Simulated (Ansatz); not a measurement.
Reaction (silylene loss): `CC(=O)[SiH2][SiH3]` → `CC(=O)[SiH3]` + `[SiH2]`

Computed with Ansatz on PBE0-D4/def2-TZVP structures; ΔE is electronic, products minus reactants. CCSD(T)/CBS is the MP2 limit (def2-TZVPP, def2-QZVPP) plus CCSD(T) − MP2 in def2-TZVPP, frozen cores. This one scheme is used for every species. DFT in def2-TZVPP. B3LYP here is the variant with VWN-RPA as its local correlation; programs differ in this. HSE06 is defined as in plane-wave codes. One conformer a species, not always the lowest.

`CC(=O)[SiH2][SiH3]`:

Z-matrix (Å, degrees):
```
C
C 1 1.502
H 1 1.091 2 110.6
H 1 1.095 2 109.4 3 -121.4
H 1 1.095 2 109.9 3 121.9
O 2 1.208 1 122.3 3 3.2
Si 2 1.939 1 119.4 3 -174.7
Si 7 2.340 2 107.4 1 95.2
H 7 1.484 2 107.9 1 -144.6
H 7 1.491 2 110.8 1 -24.4
H 8 1.487 7 110.8 2 -179.6
H 8 1.486 7 110.0 2 59.5
H 8 1.489 7 109.2 2 -60.0
```

`CC(=O)[SiH3]`:

Z-matrix (Å, degrees):
```
C
C 1 1.501
H 1 1.095 2 109.6
H 1 1.090 2 110.7 3 121.8
H 1 1.095 2 109.6 3 -116.4
O 2 1.209 1 122.3 3 -121.8
Si 2 1.938 1 120.8 3 58.3
H 7 1.484 2 107.5 1 -121.2
H 7 1.484 2 107.5 1 120.2
H 7 1.488 2 112.3 1 -0.5
```

`[SiH2]`:

Z-matrix (Å, degrees):
```
Si
H 1 1.525
H 1 1.525 2 91.2
```

```json
{"level": "LDA (SPW92)", "ΔE (kJ/mol)": "281.9"}
{"level": "r2SCAN-D4", "ΔE (kJ/mol)": "267.9"}
{"level": "BHLYP-D4", "ΔE (kJ/mol)": "245.0"}
{"level": "B3LYP", "ΔE (kJ/mol)": "225.7"}
{"level": "HSE06", "ΔE (kJ/mol)": "255.6"}
{"level": "RPA@PBE/def2-TZVPP", "ΔE (kJ/mol)": "215.2"}
{"level": "CCSD/def2-SVP", "ΔE (kJ/mol)": "219.8"}
{"level": "MP2/def2-QZVPP", "ΔE (kJ/mol)": "253.8"}
```

What does CCSD(T)/CBS give? (An estimate is asked.)

Computed: +241.9 kJ/mol. The listed levels differ from it by 40.0, 26.0, 3.1, -16.2, 13.7, -26.7, -22.1, 11.9 kJ/mol.

Largest T1 diagnostic among the species: 0.015.

In def2-TZVPP, CCSD(T) changes the Hartree–Fock value by +22.0 kJ/mol (the triples alone add +5.9 kJ/mol) and MP2 by +36.7 kJ/mol. The D4 term adds +13.7 kJ/mol with B3LYP and +7.7 kJ/mol with PBE0; it sums over pairs of atoms, weighted by their polarisabilities, and B3LYP, whose exchange is more repulsive, gets the larger term.

CCSD(T)/CBS has its own doubt, a few kJ/mol and more with outer-core shells, so smaller differences from it don't rank the levels.
